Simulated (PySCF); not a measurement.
## Polarisability and C₆ of Ta (tantalum, neutral)

[Xe] 4f14 5d3 6s2, high-spin 4F determinant. Computed with PySCF 2.14 in x2c-TZVPPall with one added diffuse shell each of s, p, d, f type (12s8p8d4f1g, 113 functions), with scalar relativity by spin-free X2C-1e. Coupled (time-dependent) response in atomic units; α is the mean over directions.

```json
{"method": "UHF", "mean α (bohr³)": "108.2", "C₆ (like pair)": "1437", "S(−4)": "8019"}
```

S(−4) is the Cauchy moment in α(ω) = α(0) + S(−4) ω² + …

Reference α: 74 ± 20 bohr³ (recommended; Schwerdtfeger and Nagle, table of static dipole polarizabilities (2023 update)). Published C₆: 887.0 (Gould and Bucko (2016)).

Spin-orbit coupling is absent.

Hartree-Fock lies above the reference because it lacks correlation, which contracts the outer shell.

α(iu) at UHF:

```tsv
u (hartree)	α(iu) (bohr³)
0	108.2
0.0500	94.58
0.100	74.15
0.200	43.66
0.300	28.02
0.500	14.99
0.750	8.986
1.00	6.214
1.50	3.624
2.00	2.412
3.00	1.296
5.00	0.5465
```

A single London oscillator, α(iu) = α/(1 + u²/ω²), gives C₆ = (3/4) ω α². Matching the computed C₆ needs ω = 4 × 1437 / (3 × 108.2²) = 0.164 hartree.

Spin-orbit coupling, absent here, splits the open shell strongly.
